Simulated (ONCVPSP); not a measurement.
Configuration tests for hafnium (Hf) (ONCV)

| Property | Result |
| --- | --- |
| Element | Hf |
| Generator | ONCVPSP 4.0.1 |
| Type | optimised norm-conserving Vanderbilt (ONCV) |
| Functional | PBE |
| Relativity | fully relativistic |
| Frozen core | [Kr] 4d10 4f14 |
| Valence charge | 12 |
| Reference configuration | 5s2 5p6 5d2 6s1 (charge +1) |
| Partial waves | 5s+6s: rc 1.95 bohr, ncon 5, nbas 8, qcut 7.3 1/bohr, 2 projectors; 5p: rc 1.65 bohr, ncon 4, nbas 8, qcut 9.5 1/bohr, 2 projectors, debl 2.1 Ha; 5d: rc 2.75 bohr, ncon 5, nbas 10, qcut 5.5 1/bohr, 1 projector |
| Local potential | polynomial inside 1.45 bohr (lpopt 5, dvloc0 0 Ha) |
| Core correction | Teter function, fcfact 5, rcfact 1.45 |

Open shells are filled in proportion to 2j + 1.

Energies are relative to the spin-unpolarised reference configuration 5s2 5p6 5d2 6s1; without spin polarisation the order of configurations can differ from experiment.

```json
{"valence configuration": "5s2 5p6 5d2 6s2", "charge": "0", "ΔE all-electron (eV)": "-7.980", "error AE − PS (meV)": "+2.9"}
{"valence configuration": "5s2 5p6 5d1 6s0", "charge": "+3", "ΔE all-electron (eV)": "35.963", "error AE − PS (meV)": "-15"}
```

Q: What are ΔE and the potential's error for 5s2 5p6 5d2 6s0 6p2?

A: ΔE = -0.178 eV all-electron; the error (AE − PS) is +2.8 meV.

Q: What are ΔE and the potential's error for 5s2 5p6 5d2 6s0?

A: ΔE = 14.180 eV all-electron; the error (AE − PS) is +8.1 meV.

Levels in the configuration 5s2 5p6 5d2 6s0:

| level | all-electron (eV) | pseudo (eV) |
| --- | --- | --- |
| 5s j=1/2 | -81.917 | -81.980 |
| 5p j=3/2 | -48.409 | -48.438 |
| 5p j=1/2 | -56.194 | -56.235 |
| 5d j=5/2 | -16.467 | -16.464 |
| 5d j=3/2 | -17.045 | -17.043 |

These tests converged, but a pseudo level misses the all-electron one widely, so the file describes the atom poorly there or has found another state: 5s2 5p6 5d2 6s0 6p2: empty 6s by 10.7 eV.
